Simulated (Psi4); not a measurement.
Psi4 input (wB97X-D/6-311+G**):

```
memory 1500 MB

molecule {
-1 1
C     2.31800900   -0.30045300    0.54485900
Si    0.93743700   -0.20179400   -0.83486600
O    -0.34344600    0.50903100    0.19818300
Si   -1.87272600    0.04895000    0.32894100
H     2.35680200    0.60956900    1.15506300
H     2.14601400   -1.15078900    1.21376800
H     3.30228900   -0.44446900    0.08108300
H     1.44404300    1.13705800   -1.42728900
H    -2.06811100   -1.37173900    0.75474100
H    -2.68738300    0.20971800   -0.91593300
H    -2.56010000    0.88093600    1.36689000
symmetry c1
no_reorient
no_com
}

set {
  basis 6-311+G**
  reference rks
  scf_type df
  df_basis_scf def2-universal-jkfit
  dft_radial_points 99
  dft_spherical_points 590
  e_convergence 1e-8
  d_convergence 1e-7
  maxiter 150
}

e = energy('wb97x-d')
print_out(f'\nFINAL {e:.10f} DIPOLE {variable("CURRENT DIPOLE")[0]:.6f} {variable("CURRENT DIPOLE")[1]:.6f} {variable("CURRENT DIPOLE")[2]:.6f}\n')
```

From the output:

```
      65A      0.783712    66A      0.828240    67A      0.855158
      68A      0.870185    69A      0.881608    70A      0.923683
      71A      0.945497    72A      0.967680    73A      0.976133
      74A      1.004742    75A      1.085247    76A      1.091527
      77A      1.099165    78A      1.150689    79A      1.165441
      80A      1.233360    81A      1.332142    82A      1.344238
      83A      1.377054    84A      1.421933    85A      1.425969
      86A      1.434211    87A      1.447626    88A      1.514339
      89A      1.518892    90A      1.558821    91A      1.592402
      92A      1.609686    93A      1.684561    94A      1.713647
      95A      1.723096    96A      1.774614    97A      1.791550
      98A      1.842889    99A      1.846181   100A      1.865431
     101A      1.876390   102A      1.923755   103A      1.942852
     104A      1.991711   105A      2.003841   106A      2.023145
     107A      2.135316   108A      2.268362   109A      2.308435
     110A      2.332399   111A      2.340728   112A      2.452210
     113A      2.458097   114A      2.692670   115A      2.774628
     116A      2.783403   117A      2.784370   118A      2.812863
     119A      2.831251   120A      2.866415   121A      2.938855
     122A      2.960671   123A      3.075200   124A      3.144366
     125A      3.158126   126A      3.204173   127A      3.379027
     128A      3.463573   129A      3.645366   130A      4.008043
     131A      4.021485   132A      5.328947   133A      5.337722
     134A      5.460662   135A      5.956375   136A      5.974240
     137A     11.676239   138A     11.680773   139A     11.706642
     140A     11.724932   141A     11.749648   142A     11.834128
     143A     24.238351   144A     50.205553   145A    141.458299
     146A    141.482532

    Final Occupation by Irrep:
              A
    DOCC [    25 ]
    NA   [    25 ]
    NB   [    25 ]

  @DF-RKS Final Energy:  -696.60424415088858

   => Energetics <=

    Nuclear Repulsion Energy =            213.0126200809016268
    One-Electron Energy =               -1395.2210403108936134
    Two-Electron Energy =                 527.4542691004760400
    DFT Exchange-Correlation Energy =     -41.8465264214633237
    Empirical Dispersion Energy =          -0.0035665999092205
    VV10 Nonlocal Energy =                  0.0000000000000000
    Total Energy =                       -696.6042441508885759

Computation Completed

Properties will be evaluated at   0.000000,   0.000000,   0.000000 [a0]

Properties computed using the SCF density matrix

 Multipole Moments:

 ------------------------------------------------------------------------------------
     Multipole            Electronic (a.u.)      Nuclear  (a.u.)        Total (a.u.)
 ------------------------------------------------------------------------------------

 L = 1.  Multiply by 2.5417464519 to convert [e a0] to [Debye]
 Dipole X            :         -0.7889311           -0.0000113           -0.7889424
 Dipole Y            :          0.2759791           -0.0000038            0.2759753
 Dipole Z            :          1.0718630           -0.0000170            1.0718459
 Magnitude           :                                                    1.3592080

 ------------------------------------------------------------------------------------

FINAL -696.6042441509 DIPOLE -0.788942 0.275975 1.071846

*** Psi4 exiting successfully. Buy a developer a beer!
```

The dipole moment of an ion depends on the origin.

The geometry given is a B3LYP-D3(BJ)/def2-TZVP minimum.
